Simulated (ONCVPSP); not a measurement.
# What one change does to a pseudopotential (zirconium, ONCV)

```
Element                 : Zr
Generator               : ONCVPSP 4.0.1
Type                    : optimised norm-conserving Vanderbilt (ONCV)
Functional              : PBEsol
Relativity              : scalar-relativistic
Frozen core             : [Ar] 3d10
Valence charge          : 12
Reference configuration : 4s2 4p6 4d2 5s2
Partial waves           : 4s+5s: rc 1.90 bohr, ncon 4, nbas 8, qcut 5 1/bohr, 3 projectors, debl 1.5 Ha; 4p: rc 2.00 bohr, ncon 5, nbas 9, qcut 6.8 1/bohr, 3 projectors, debl 0.5 Ha; 4d: rc 2.40 bohr, ncon 5, nbas 9, qcut 6.8 1/bohr, 2 projectors, debl 1.2 Ha
Local potential         : polynomial inside 1.20 bohr (lpopt 4, dvloc0 -1 Ha)
Core correction         : Teter function, fcfact 5.75, rcfact 1.25
```

In the p channel the program set the typed energies aside and used -1.192, 0.250, 0.750 Ha.

All-electron outer shells of the reference configuration (PBEsol, scalar-relativistic, ld1.x):

| shell | level (eV) | outermost node (bohr) | outermost maximum (bohr) |
| --- | --- | --- | --- |
| 3d | -174.70 | – | 0.35 |
| 4s | -54.46 | 0.55 | 1.08 |
| 4p | -32.43 | 0.56 | 1.17 |
| 5s | -4.46 | 1.47 | 3.15 |
| 4d | -3.61 | 0.58 | 1.61 |

Change: d: rc 1.64.

Cutoffs: the cutoffs (Ha) at which the residual kinetic energy of the hardest occupied pseudo-wave falls to 1 and 0.1 mHa per electron; they do not see the model core or the augmentation charge, which bear on the density cutoff. Errors are all-electron minus pseudo energies relative to the spin-unpolarised reference configuration.

**Question.** Predict the effect on cutoff, ghosts and configuration errors.

**Answer.** The potential gets harder (14 Ha and 25 Ha → 16 Ha and 25 Ha); of the 4 tests that both files solve, the error grows in 1 and shrinks in 0 by more than 15 % and 0.3 meV (median size 2.7 → 3.2 meV); neither file shows a bound ghost. A smaller radius makes the pseudo-wave follow the all-electron one further in, where it bends more sharply, so more plane waves are needed.

```tsv
quantity	base	changed
cutoff, loose	14 Ha	16 Ha
cutoff, tight	25 Ha	25 Ha
loose cutoff by channel	s 10 Ha, p 9.8 Ha, d 14 Ha	s 10 Ha, p 9.8 Ha, d 16 Ha
bound ghosts	none	none
GHOST(+) flags under 300 eV	s at 262.6 eV	s at 262.6 eV
error for 4s2 4p6 4d2 5s1, meV [ΔE 7.17 eV]	-1.9	-1.9
error for 4s2 4p6 4d2 5s0, meV [ΔE 20.08 eV]	-8.7	-8.7
error for 4s2 4p6 4d1 5s0, meV [ΔE 42.67 eV]	-0.8	-3.0
error for 4s2 4p6 4d2 5s0 5p2, meV [ΔE 6.27 eV]	-3.5	-3.5
s: phases at 1.93 bohr within 0.05 rad from the reference energy up to (Ha; the scan ends near 5)	to the end of the scan	to the end of the scan
p: phases at 2.03 bohr within 0.05 rad from the reference energy up to (Ha; the scan ends near 5)	to the end of the scan	to the end of the scan
rms error of d²Exc/dni dnj with the model core, mHa	0.93	0.92
```
